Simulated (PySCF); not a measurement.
**Lu²⁶⁺: fine-structure interval**

Lu²⁶⁺ [Kr] 4d9 [4d3/2^4 4d5/2^5, M_J = 5/2] → Lu²⁶⁺ [Kr] 4d9 [4d3/2^3 4d5/2^6, M_J = 3/2], as a difference of total energies. Calculation: PySCF 2.14, in an even-tempered Gaussian basis (17 s from 2.1 bohr⁻², ratio 2.8; 14 p from 2.7 bohr⁻², ratio 2.8; 10 d from 2.7 bohr⁻², ratio 2.8; 3 f from 14 bohr⁻², ratio 3); the two-component X2C-1e Hamiltonian. Correlated levels: [Ar] 3d10 frozen; the 102 highest virtual spinors dropped. "Screened" scales the spin-orbit matrix elements by Boettger's factors to mimic the two-electron term; Breit and QED terms are absent.

```tsv
method	fine-structure interval (cm⁻¹)
GHF (screened spin-orbit)	107370
GMP2 (screened spin-orbit)	107860
GHF (bare spin-orbit)	125160
```
